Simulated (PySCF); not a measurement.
Ga(F)(Br)(NH2) (BrFGaH2N), SMILES [NH2][Ga]([F])[Br]. Atoms are numbered in the order given.

```xyz
6

Ga    -0.0306    -0.7470     0.0000
F     -1.6088    -1.5090     0.0000
Br     0.0497     1.5320     0.0000
N      1.4218    -1.8028     0.0000
H      2.3702    -1.4466     0.0000
H      1.3679    -2.8151     0.0000
```

Coordinates come from a B3LYP-D3(BJ)/def2-SVP optimisation. The structure was generated by enumeration; whether it is a known compound was not checked. One conformer was computed; it need not be the lowest.

The numbers are results of KT2/pcSseg-1 in PySCF, not measurements.

GIAO shieldings, no solvent; atoms listed in one row are averaged. δ = σ(ref) − σ: ¹⁹F against CFCl3 (σ = 127.1 ppm); ¹⁵N against NH3 (σ = 266.2 ppm); ¹H against TMS (σ = 31.47 ppm), references at their B3LYP-D3(BJ)/def2-TZVP geometries, non-relativistic (without spin–orbit terms, shifts of atoms bonded to Cl or Br come out too high).

Problem. Estimate the chemical shifts. (The exact figures need the calculation; the answer reports its results.)

Solution. 
```csv
nucleus,atoms,count,δ (ppm)
¹⁹F,F2,1,-169.6
¹⁵N,N4,1,44.3
¹H,H5,1,2.20
¹H,H6,1,2.10
```
